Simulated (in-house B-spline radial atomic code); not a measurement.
Configurations of Sb IV (Sb3+), with energies counted from [Kr] 4d10 5s2. Computed with a B-spline radial code for spherical atoms: scalar-relativistic (X2C) BLYP, spin-polarised, spherical fractional occupations, Fermi nucleus of rms radius 4.6802 fm. Shells without spins written out take the highest spin.

Occupations are held fixed; configurations that lie above the ionisation limit could autoionise.

| configuration | E - E(ref) (eV) | highest orbital | its <r> (bohr) |
| --- | --- | --- | --- |
| [Kr] 4d10 5s(0 up, 1 down) 5p(0 up, 1 down) | 9.2087 | 5p down | 2.326 |
| [Kr] 4d10 5s1 6p1 | 26.888 | 6p up | 4.662 |
| [Kr] 4d(4 up, 5 down) 5s2 5f(1 up, 0 down) | 60.354 | 5f up | 5.707 |
| [Ar] 3d10 4s2 4p(3 up, 2 down) 4d10 5s2 6p(0 up, 1 down) | 123.36 | 6p down | 4.558 |
| [Ar] 3d9 4s2 4p6 4d10 5s2 5d1 | 545.28 | 5d up | 3.031 |
| [Ar] 3d9 4s2 4p6 4d10 5s2 6p1 | 550.35 | 6p up | 4.53 |

(1) Order these further configurations by energy, lowest first.
A. [Ar] 3d10 4s2 4p5 4d10 5s2 6f1
B. [Kr] 4d9 4f1 5s2
C. [Ar] 3d9 4s2 4p6 4d10 4f1 5s2
D. [Kr] 4d10 5s1 6f1
E. [Ar] 3d10 4s2 4p5 4d10 5s2 6p1

(2) How far above the reference does [Ar] 3d(4 up, 5 down) 4s2 4p6 4d10 5s2 5f(0 up, 1 down) lie?

(3) How far above the reference does [Ar] 3d9 4s2 4p6 4d10 5s2 6f1 lie?

Answers

(1) D (36.626 eV), B (54.495 eV), E (123.33 eV), A (133.11 eV), C (551 eV).

(2) 556.71 eV; its least bound orbital is 5f down with <r> = 5.582 bohr.

(3) 560.19 eV; its least bound orbital is 6f up with <r> = 8.862 bohr.
